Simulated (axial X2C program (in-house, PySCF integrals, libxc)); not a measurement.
**Worked dissociation energy of Ge₂⁺: CCSD(T), scalar-relativistic**

Calculated with an axial X2C code built on PySCF integrals. Spin-free means the one-electron spin-free X2C Hamiltonian. Basis: Ge dyall-cv3z [9s9p7d4f1g] (cores contracted in-house); Gaussian nuclei, density fitting, unrestricted open shells. Masses: Ge 73.921 u.

Molecular state: M_S = 3/2, Λ = 0 (beyond evenly filled blocks: σα, π+α, π-α).

Correlated methods: 7 electrons correlated (number of frozen shells: Ge 3 s, 2 p, 1 d), 273 virtual spin orbitals or spinors in MP2, 90 natural virtuals in coupled cluster.

```
E(Ge+) (2M_S = 1, M_L = 0) : -2096.897888 hartree
E(Ge) (2M_S = 2, M_L = 0)  : -2097.184785 hartree
E(Ge₂⁺) at Re              : -4194.193061 hartree
ωe                         : 256.6 cm⁻¹
ωexe                       : 0.837 cm⁻¹
```

(1) Work out De and D0.

The state is a single determinant with fixed occupations, the lowest that a limited PBE0 search found. De is counted from the lowest determinant-based energies of the atoms at the same level, without counterpoise correction. CCSD and (T) use frozen natural virtuals with an MP2 correction for the truncation; (T) itself is uncorrected, so its De runs slightly low. PBE0 can misorder states that lie within some tenths of an eV, so this need not be the ground state of the molecule. The nearest other spin-free determinant of the search, M_S = 1/2, Λ = 0, lies 0.43 eV up at the distance of the search. With the outer-core shells frozen, correlated bond lengths of heavy atoms tend to come out a few hundredths of an ångström too long. Spin-free De lacks the spin–orbit lowering of the heavy p-block atom, a tenth of an eV or more for 4p and 5p, up to an eV for 6p and one to two eV for 7p atoms, less what an open-shell molecule gains itself.

Each atomic determinant is the lowest at this level and need not be a pure term. Totals compare only within one Hamiltonian and basis.

Results:

(1) De = -2096.897888 + (-2097.184785) − (-4194.193061) = 0.11039 hartree = 3.004 eV. The zero-point energy is ωe/2 − ωexe/4 = 128 cm⁻¹ = 0.016 eV, so D0 = 2.988 eV.
